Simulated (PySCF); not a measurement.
**Working out the ionisation energy of V**

V [Ar] 3d3 4s2 (4F) → V⁺ [Ar] 3d4 (5D). All numbers are calculated (PySCF 2.14, the spin-free X2C one-electron Hamiltonian (Gaussian nucleus), in jorge-DZP-DKH (8s6p2d1f, 43 functions)). Frozen: [Ar]. Energies in hartree (1 hartree = 27.21139 eV):

```
             part    V (lower)   V⁺ (upper)
              UHF  -948.109321  -947.880011
MP2 opposite-spin    -0.024749     0.000000
    MP2 same-spin    -0.016555    -0.031146
```

Task: What does Hartree-Fock give?

Result: (-947.880011) − (-948.109321) = 0.229310 hartree = 6.240 eV.

Task: What do MP2 and SCS-MP2 (6/5 opposite-spin, 1/3 same-spin) give?

Result: The opposite-spin parts differ by 0.673 eV and the same-spin parts by -0.397 eV. MP2: 6.240 + (0.673) + (-0.397) = 6.516 eV. SCS-MP2: 6.240 + 1.2 × (0.673) + (-0.397)/3 = 6.915 eV.

Measured between the centres of the two terms (NIST): 6.732 eV, so MP2 (valence) is off by -0.216 eV.

A double-zeta basis recovers only part of the correlation energy.

What remains against the reference includes basis incompleteness, the frozen core and correlation beyond second order.
